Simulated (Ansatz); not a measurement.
System: sum formula BN₂H₃F, net charge 0, doublet state. It need not be the lowest isomer of its formula. 
Structure (B3LYP-D3(BJ)/def2-TZVP (Ansatz, a quantum-chemistry and plane-wave program) minimum search):
```xyz
7

B      0.0380    -0.0045     0.0110
F      0.2720     1.2902    -0.2956
N      1.1354    -0.8693     0.4042
N     -1.2793    -0.4769     0.0053
H      1.9367    -0.8287    -0.2275
H     -2.0537     0.0761    -0.3202
H     -1.5135    -1.4128     0.2865
```
Charge 0, spin multiplicity 2.

Computed values are from Ansatz. Valence correlation only, unless marked. UHF or UKS for open shells. Spin-orbit coupling is left out. No relativistic terms. CBS(X,Y): correlation extrapolated as X^-3; Hartree-Fock from the larger set.

### Question
What is the dipole moment at CCSD(T)/aug-cc-pVDZ?

### Answer
1.96 D.

### Question
What is the total energy at CCSD(T)/CBS(cc-pVTZ,cc-pVQZ)?

### Answer
-235.8466 Eh.

### Question
What is the T1 diagnostic at CCSD/cc-pVQZ?

### Answer
0.013.

### Question
What is the atomisation energy De at CCSD(T)/CBS(cc-pVTZ,cc-pVQZ)?

### Answer
2674.1 kJ/mol.
